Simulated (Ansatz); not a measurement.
Geometry optimisation, RKS CAM-B3LYP-D4/cc-pVDZ in Ansatz.

input.yaml

```yaml
crystal:
  periodic: [false, false, false]
  atoms:
    - { symbol: Si, position_ang: [-0.211754, 0.480382, -0.116071] }
    - { symbol: F, position_ang: [1.07431, -0.315936, 2.231881] }
    - { symbol: O, position_ang: [1.291215, -0.066116, -0.611525] }
    - { symbol: H, position_ang: [1.536018, -0.942967, -0.281919] }
    - { symbol: O, position_ang: [-0.900196, 1.39801, -1.327465] }
    - { symbol: H, position_ang: [-1.091878, 0.935, -2.15338] }
    - { symbol: H, position_ang: [-1.071356, -0.671688, 0.274792] }
    - { symbol: H, position_ang: [-0.022535, 1.462531, 0.962534] }
    - { symbol: H, position_ang: [1.275276, 0.534983, 1.928352] }
basis:
  gaussian: { orbitals: cc-pVDZ }
hamiltonian:
  xc: cam_b3lyp
  dispersion: d4
relax:
  f_tol: 0.03
  max_steps: 50
```

Launched with:

```bash
$ ansatz run input.yaml --threads 2 --pin off --max-ram 3072MiB --backend cpu --events-out ev --progress --plain --runs-dir out
```

Task: Where does it end, and by what steps?

Result: It converged. After 30 steps the energy has fallen by 0.275 eV; H9 moved furthest, 0.93 Å.

```json
{"step": "0", "energy less start (eV)": "0.0000", "largest force component (eV/Å)": "0.371", "accepted": "yes"}
{"step": "2", "energy less start (eV)": "-0.0397", "largest force component (eV/Å)": "1.346", "accepted": "yes"}
{"step": "4", "energy less start (eV)": "-0.0807", "largest force component (eV/Å)": "0.679", "accepted": "yes"}
{"step": "6", "energy less start (eV)": "-0.1255", "largest force component (eV/Å)": "0.645", "accepted": "yes"}
{"step": "8", "energy less start (eV)": "-0.1444", "largest force component (eV/Å)": "1.413", "accepted": "no"}
{"step": "10", "energy less start (eV)": "-0.1956", "largest force component (eV/Å)": "0.253", "accepted": "yes"}
{"step": "12", "energy less start (eV)": "-0.1830", "largest force component (eV/Å)": "1.862", "accepted": "no"}
{"step": "14", "energy less start (eV)": "-0.2389", "largest force component (eV/Å)": "0.203", "accepted": "yes"}
{"step": "16", "energy less start (eV)": "-0.2081", "largest force component (eV/Å)": "1.284", "accepted": "no"}
{"step": "18", "energy less start (eV)": "-0.2549", "largest force component (eV/Å)": "0.292", "accepted": "yes"}
{"step": "20", "energy less start (eV)": "-0.2567", "largest force component (eV/Å)": "0.353", "accepted": "no"}
{"step": "22", "energy less start (eV)": "-0.2660", "largest force component (eV/Å)": "0.193", "accepted": "yes"}
{"step": "24", "energy less start (eV)": "-0.2705", "largest force component (eV/Å)": "0.046", "accepted": "yes"}
{"step": "26", "energy less start (eV)": "-0.2715", "largest force component (eV/Å)": "0.049", "accepted": "yes"}
{"step": "28", "energy less start (eV)": "-0.2730", "largest force component (eV/Å)": "0.126", "accepted": "yes"}
{"step": "30", "energy less start (eV)": "-0.2747", "largest force component (eV/Å)": "0.015", "accepted": "yes"}
```

```xyz
9
Properties=species:S:1:pos:R:3
Si -0.250 0.654 -0.013
F 1.018 -0.345 2.451
O 1.357 0.092 0.004
H 1.651 -0.367 -0.793
O -0.598 1.076 -1.597
H -1.307 0.582 -2.024
H -1.196 -0.411 0.417
H -0.255 1.855 0.846
H 1.459 -0.323 1.615
```

Whether the end is a true minimum wasn't checked by a vibrational analysis.

Time of the run: 69 s on 2 threads of Arm Neoverse V1 (shared host), peak memory 0.18 GiB.
